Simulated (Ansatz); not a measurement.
Z-matrix (Å, degrees):
```
C
H 1 1.0890
H 1 1.0938 2 109.34
H 1 1.0938 2 109.33 3 -116.79
Si 1 1.8538 2 111.33 4 -121.59
O 5 1.5209 1 126.41 2 0.19
H 5 1.4843 6 122.30 1 -180.00
```
Charge +1, spin multiplicity 2.

The numbers are results of frozen-core CCSD(T)/cc-pVQZ // B3LYP-D3(BJ)/def2-TZVP (Ansatz, a quantum-chemistry and plane-wave program), not measurements. The geometry is that of the parent before the electron was removed.

```yaml
HF energy: -403.75577 Ha
MP2 correlation energy: -0.48813 Ha
```

Task: Estimate the CCSD correlation energy, the (T) correction, the total energy and the T1 diagnostic.

Result: 
```
Property                        Result
-----------------------  -------------
CCSD correlation energy    -0.52351 Ha
(T) correction             -0.01991 Ha
CCSD(T) total energy     -404.29918 Ha
T1 diagnostic                    0.028
```
